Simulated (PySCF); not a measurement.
C₂H₆O₂Si, SMILES C[SiH2]C(=O)O.

The structure is a stationary point at B3LYP-D3(BJ)/def2-SVP. The values are those of a single conformer.

Two levels are set side by side: PBE/def2-TZVP (PySCF) and ωB97X/def2-TZVP (PySCF). Same geometry, gas phase. Differences are taken from unrounded values.

```
quantity                      ωB97X    PBE  PBE minus ωB97X
---------------------------  ------  -----  ---------------
orbital gap (eV)              11.91   4.58            -7.32
highest occupied level (eV)  -10.24  -6.29             3.95
lowest empty level (eV)        1.67  -1.71            -3.37
dipole moment (D)              0.98   0.77            -0.21
mean polarisability (bohr³)    56.7   60.5              3.8
```

PBE's occupied levels lie high since its potential decays too fast outside the molecule; exact exchange lowers them and widens the gap. Loosely held outer electrons make PBE densities more polarisable. Differences between two approximate levels are no errors against the true value.

Rough cost on one machine, each run with all the roots and properties that it gave: ωB97X against PBE within a factor of 2.
